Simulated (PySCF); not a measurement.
## Scandium: a sound run and one with changed settings

Sound run: Sc+ [Ar] 3d1 4s1, Sc(2+) [Ar] 3d1. Computed with PySCF 2.14 in 6-31G*, with no relativity, point nucleus. In the sound run the correlated levels freeze [Ar]. The sound run starts from symmetry-adapted Hartree-Fock orbitals and uses a fine grid where one is needed.

Changed run: scalar relativity by spin-free X2C-1e. This setting is unsound on purpose.

```csv
species,method,sound run (hartree),changed run (hartree),converged
Sc+,UHF,-759.47888,-762.52380,yes
Sc+,PBE,-760.08505,-763.12963,yes
Sc+,B3LYP,-760.33612,-763.38070,yes
Sc+,MP2,-759.48027,-762.52519,yes
Sc(2+),UHF,-759.03204,-762.07525,yes
Sc(2+),PBE,-759.60870,-762.65146,yes
Sc(2+),B3LYP,-759.85878,-762.90156,yes
```

Ionisation energy of Sc+:

```json
{"method": "UHF", "sound run (eV)": "12.159", "changed run (eV)": "12.206"}
{"method": "PBE", "sound run (eV)": "12.962", "changed run (eV)": "13.012"}
{"method": "B3LYP", "sound run (eV)": "12.989", "changed run (eV)": "13.038"}
{"method": "MP2", "sound run (eV)": "12.197", "changed run (eV)": "12.243"}
{"method": "SCS-MP2", "sound run (eV)": "12.172", "changed run (eV)": "12.218"}
```

Most of the change in total energy is the relativistic energy itself. On top of that the contraction fixes the core shape for the Hamiltonian it was made with, so the changed run is not a good calculation with the other Hamiltonian either.

For comparison, NIST gives 12.800 eV between the lowest levels.
